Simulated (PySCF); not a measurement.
Computed IR spectrum (relative IR intensity) of a molecule CH9GeN3. Geometry optimised at PBE-D3(BJ)/def2-SVP. Other conformers were not sampled. Method: PBE-D3(BJ)/def2-SVP (PySCF). Frequencies are harmonic and unscaled.

ν (cm⁻¹): 202 (vw), 252 (m), 257 (w), 474 (s), 507 (vs), 590 (w), 654 (m), 657 (w), 687 (w), 730 (w), 754 (w), 837 (w), 873 (vw), 879 (w), 1205 (w), 1477 (w), 1501 (w), 3566 (vw) (against the strongest line: vs over 80 %, s over 45 %, m over 15 %, w over 4 %, vw less)

### Question
Which structure fits?
A. C[NH][GeH]([NH2])[NH2]
B. N[CH2][GeH]([NH2])[NH2]
C. [CH3][Ge]([NH2])([NH2])[NH2]

### Answer
C, [CH3][Ge]([NH2])([NH2])[NH2]
